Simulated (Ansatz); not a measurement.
Reactions of C₂H₇NOSn, SMILES `N=C(O)[CH2][SnH3]`.

Program: Ansatz. Geometries: PBE0-D4/def2-TZVP. ΔE: electronic, gas phase. CBS: MP2 limit from def2 TZ/QZ plus the TZ coupled-cluster correction, frozen cores. This one scheme is used for every species. DFT in def2-TZVPP. def2 core potentials past Kr. For Sn outer-core shells are correlated without core-valence functions, which leaves a few kJ/mol of doubt a bond. Each species was taken in one conformer, which may not be the lowest.

```
                                                                      reaction  CCSD(T)/CBS(def2) (kJ/mol)
                      `N=C(O)[CH2][SnH3]` + CH₃OH → `COC(=N)O` + `[CH3][SnH3]`                           1
`N=C(O)[CH2][SnH3]` + `[SiH3][AlH][Cl]` → `[SiH3][Al]([Cl])[SnH3]` + `CC(=N)O`                         -64
                       `N=C(O)[CH2][SnH3]` + `C=N` → `C=[N][SnH3]` + `CC(=N)O`                          -4
                           `N=C(O)[CH2][SnH3]` + H–F → `F[CH2][SnH3]` + `N=CO`                           ?
```

Question: Fill in the missing values. (An estimate is asked.)

Answer: Computed: `N=C(O)[CH2][SnH3]` + H–F → `F[CH2][SnH3]` + `N=CO`: +107.6 kJ/mol.

Largest T1 diagnostic: 0.014, for `C=[N][SnH3]`.
